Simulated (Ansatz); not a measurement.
CH9GePSi (`[CH3][GeH2][SiH2]P`), relaxed with RKS PBE0-D4/def2-TZVP in Ansatz 0.2.0 from a PBE-D4/def2-SVP geometry. The force threshold is 0.005 eV/Å; the program also tests the step.

The species carries charge 0 and has multiplicity 1.

Start:

```xyz
13

C     0.127   -1.308    1.593
Ge   -1.183   -0.730    0.233
Si   -0.109    0.594   -1.450
P     0.840    2.421   -0.450
H     0.935   -1.899    1.120
H     0.576   -0.428    2.092
H    -0.368   -1.935    2.361
H    -2.315    0.091    0.913
H    -1.831   -1.978   -0.432
H     0.892   -0.256   -2.195
H    -1.115    1.105   -2.448
H     1.717    2.698   -1.561
H     1.835    1.624    0.224
```

Task: By how much does the energy fall, and how many steps does the optimiser take? (Best estimate.)

Result: Ansatz gave: 3.88 kJ/mol, in 4 steps.

Task: Which bonds change most? (Best estimate.)

Result: The calculation gave: Si3–P4 from 2.288 to 2.260 Å; P4–H12 from 1.442 to 1.421 Å; P4–H13 from 1.442 to 1.421 Å; Si3–H10 from 1.510 to 1.490 Å.

Task: Give the relaxed structure. (An estimate is asked.)

Result: The calculation gave: 
```xyz
13

C     0.126   -1.299    1.584
Ge   -1.170   -0.728    0.230
Si   -0.107    0.589   -1.446
P     0.838    2.387   -0.453
H     0.926   -1.878    1.121
H     0.564   -0.431    2.079
H    -0.364   -1.918    2.336
H    -2.289    0.095    0.900
H    -1.821   -1.966   -0.419
H     0.884   -0.241   -2.187
H    -1.107    1.096   -2.425
H     1.700    2.686   -1.542
H     1.820    1.610    0.220
```
